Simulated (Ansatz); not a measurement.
System: MgCl (charge 0, doublet). 
Geometry from a B3LYP-D3(BJ)/def2-TZVP (Ansatz, a first-principles code) optimisation:
```
Mg
Cl 1 2.2211
```
Charge 0, spin multiplicity 2.

Computed values are from Ansatz. Cores are frozen in the correlated levels unless marked. Open shells are spin-unrestricted. Spin-orbit coupling is left out. Non-relativistic. Basis-set limits of correlation are two-point, X^-3; Hartree-Fock from the larger set.

The atomisation energy De comes out as 329.0 kJ/mol at CCSD(T)/CBS(def2-TZVPPD,def2-QZVPPD). The total energy is -659.4820 Eh at CCSD(T)/CBS(def2-TZVPPD,def2-QZVPPD). The dipole moment is 3.46 D at CCSD(T)/def2-SVPD and the T1 diagnostic is 0.010 at CCSD/def2-QZVPPD.
